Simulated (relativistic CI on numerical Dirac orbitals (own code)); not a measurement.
Sensitivity of the levels of Ce I to α and to the nuclear radius

These numbers are calculated, not measured: Dirac-Coulomb-Breit CI, orbitals from a KLI potential per configuration, valence Slater integrals scaled by 0.85, P86 correlation energy added to each configuration, derivatives by finite differences, QED left out (own radial code, finite nucleus).

Configurations in the expansion (outside the closed core [Xe]): 4f 5d 6s2, 4f 5d2 6s, 4f2 6s2, 4f 5d2 6p, 4f2 6s 6p, 4f 6s2 6p, 4f 6s 6p2, 4f 5d 6s 7s. The list is cut by size and lacks configurations that can hold low levels.

With x = (α/α₀)² − 1 an excitation energy changes as ω = ω₀ + qx; K = 2q/ω₀ is the relative enhancement. Terms are leading LS components, so labels can repeat. The field-shift factor is F = δν/δ⟨r²⟩ for the transition from the lowest level.

Lowest level 4f 5d2 6s 5H°_3.

```csv
Level,ω₀ (cm⁻¹),q (cm⁻¹),K,F (GHz/fm²)
4f 5d2 6s 5H°_4,460.7,59.53,0.258,0.23
4f 5d2 6s 5I°_4,907.8,-3106,-6.84,2.71
4f 5d2 6s 5H°_5,1126.5,803.9,1.43,0.102
4f 5d2 6s 5I°_4,1262.4,-2192,-3.47,2.2
4f 5d2 6s 5I°_5,1646.8,170.5,0.207,0.21
4f 5d 6s2 3F°_2,1691.7,-5036,-5.95,4.75
4f 5d2 6s 5H°_6,1963.7,1406,1.43,0.184
4f 5d 6s2 3H°_4,2104.2,-3628,-3.45,4.03
4f 5d2 6s 3G°_3,2412.7,-924.4,-0.766,2
4f 5d2 6s 5I°_6,2432.9,1024,0.842,0.164
4f 5d2 6s 3G°_5,2563.5,1723,1.34,0.0458
4f 5d2 6s 3G°_4,2582.8,668.9,0.518,0.854
4f 5d2 6s 5H°_7,2802.6,1958,1.4,0.234
```

For a near-neutral ion this model can misplace configurations by up to about 10,000 cm⁻¹ (more where the count of f electrons changes) and terms by 10 to 25 % of their spread. Rates follow the energies as ν³ (E1, M1) or ν⁵ (E2), so they and the lifetimes can be off by large factors. The fine structure of a lone outer electron comes out too small, for d and f at times inverted, and misplaced configurations move strength between like terms. The computed lowest level isn't the tabulated ground level, which NIST ASD gives as 4f 5d 6s2 1G°4.
